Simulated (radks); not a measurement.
Results of a calculation; reference values are marked as such.
Problem. These are the eigenvalues of the occupied orbitals of an atom or ion with whole-number occupations (eV). Code: a radial shooting solver on a logarithmic mesh with Libxc functionals. Model: Dirac Kohn-Sham, relativistic LDA (MacDonald-Vosko exchange, VWN5 correlation), spin-unpolarised, spherical densities, finite nucleus; Fermi nuclear charge, rms radius of each element as measured or else 0.836 A^(1/3) + 0.57 fm.

| orbital | eigenvalue |
|---|---|
| 1s1/2 | -10308.14 |
| 2s1/2 | -1938.544 |
| 2p1/2 | -1812.118 |
| 2p3/2 | -1787.405 |

Which element is it, and in what charge state? The configuration may be excited. Open shells, if any, fill j = l - 1/2 first.

Solution. Z = 30, zinc, charge +20: Zn20+ in [Ne]. The list shows which subshells hold electrons but not how many an open one holds; the 1s level, -378.82 hartree, gives Z - s = 27.5 by -(Z - s)^2/2, which with screening and relativity narrows Z to a few neighbours, and the depths of the outer levels then fix element, charge and occupations together.
